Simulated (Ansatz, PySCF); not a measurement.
Reaction (SMILES): O=BB=O [oxo(oxoboranyl)borane] → 2 [B]=O (the B-B bond at the site shown breaks; other sites are not compared here)
Geometries: B3LYP-D3(BJ)/def2-TZVP minima from Ansatz (a program for electronic structure), one conformer each, not searched for the lowest. Frequencies are from Ansatz or PySCF.
Geometry of the first species:
SMILES: O=BB=O
```xyz
4

O      0.0000     0.0000    -2.0159
B      0.0000     0.0000    -0.8179
B      0.0000     0.0000     0.8179
O      0.0000     0.0000     2.0159
```

Quantity: bond dissociation energy (enthalpy at 298 K, with B3LYP-D3(BJ) rigid-rotor harmonic-oscillator terms), in kcal/mol. Correlated levels leave the core frozen unless marked. UHF or UKS for open shells. No spin-orbit coupling. No relativistic terms. CBS(X,Y): correlation extrapolated as X^-3; Hartree-Fock from the larger set.

| level | program | bond dissociation energy (kcal/mol) | minus last row |
|---|---|---|---|
| PBE0-D4/def2-TZVPD | Ansatz + dftd4 | 114.0 | -0.1 |
| BHLYP/def2-TZVPD | Ansatz | 113.5 | -0.6 |
| HSE06-D3(BJ)/def2-TZVPD | Ansatz + dftd3 | 114.0 | -0.1 |
| CAM-B3LYP-D3(BJ)/def2-TZVPD | Ansatz + dftd3 | 116.6 | 2.5 |
| LC-wPBE-D3(BJ)/def2-TZVPD | Ansatz + dftd3 | 113.5 | -0.6 |
| MP2/aug-cc-pVTZ | Ansatz | 115.5 | 1.4 |
| CCSD(T)/6-31G* | Ansatz | 112.2 | -1.9 |
| CCSD(T)/cc-pVTZ | Ansatz | 113.6 | -0.5 |
| CCSD(T)/cc-pwCVTZ | Ansatz | 113.2 | -0.9 |
| CCSD(T)/CBS(cc-pVTZ,cc-pVQZ) | Ansatz | 114.1 | 0.0 |
